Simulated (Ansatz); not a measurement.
Consider the redistribution: `N[SiH](O)Br` + `N[SiH2][O][GeH3]` → `N[SiH2]O[SiH](N)O` + `[GeH3][Br]`.

Program: Ansatz. Geometries: PBE0-D4/def2-TZVP. ΔE: electronic, gas phase. CCSD(T)/CBS is the MP2 limit (def2-TZVPP, def2-QZVPP) plus CCSD(T) − MP2 in def2-TZVPP, frozen cores. DFT in def2-TZVPP. B3LYP here is the variant with VWN-RPA as its local correlation; programs differ in this. For Br, Ge outer-core shells are correlated without core-valence functions, which leaves a few kJ/mol of doubt a bond. Scalar relativity is left out up to krypton. Each species was taken in one conformer, which may not be the lowest.

| level | ΔE (kJ/mol) |
| --- | --- |
| ωB97M-V | -78.0 |
| B2PLYP | -73.3 |
| r2SCAN | -75.9 |
| B3LYP | -73.1 |
| HF/def2-TZVPP | -76.2 |
| MP2/def2-QZVPP | -71.5 |
| MP2/CBS(def2) | -70.7 |
| CCSD/CBS(def2) | -74.2 |

Task: What does CCSD(T)/CBS give? (Best estimate.)

Result: The calculation gave: -73.8 kJ/mol. The listed levels differ from it by -4.2, 0.5, -2.1, 0.7, -2.4, 2.3, 3.1, -0.4 kJ/mol.

Largest T1 diagnostic among the species: 0.012.

The D4 term adds −5.8 kJ/mol with B3LYP and −3.4 kJ/mol with PBE0; it sums over pairs of atoms, weighted by their polarisabilities, and B3LYP, whose exchange is more repulsive, gets the larger term. From PBE to PBE0 (25 % exact exchange), in def2-TZVPP and without D4, ΔE moves by −4.1 kJ/mol.
